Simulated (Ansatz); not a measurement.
Basis-set extrapolation for CH8BClSi2, SMILES `C[SiH](Cl)B[SiH3]` (PBE0-D4/def2-TZVP geometry, frozen core, Ansatz 0.2.0). Multiplicity 1, RHF reference.

```json
{"": "HF", "def2-TZVPP": "-1104.658462", "def2-QZVPP": "-1104.692053"}
{"": "MP2 correlation", "def2-TZVPP": "-0.711120", "def2-QZVPP": "-0.766921"}
{"": "CCSD(T) correlation", "def2-TZVPP": "-0.821944", "def2-QZVPP": "not run"}
```

Energies in hartree. Use E(X) = E(∞) + A·exp(−7.88·√X) for Hartree–Fock and E(X) = E(∞) + B·X^(−2.97) for correlation, with X = 3 and 4, and add CCSD(T) minus MP2 of the smaller set to the MP2 limit.

Problem. What is the CCSD(T) energy at the basis-set limit?

Solution. HF limit: -1104.692053 + (-0.033591) × 0.13774 = -1104.69668. MP2 limit: -0.766921 + (-0.055801) × 0.74074 = -0.80826. Higher-order term: -0.821944 − (-0.711120) = -0.11082. Total: -1105.61576 hartree, 355.4 kJ/mol below CCSD(T)/def2-TZVPP.
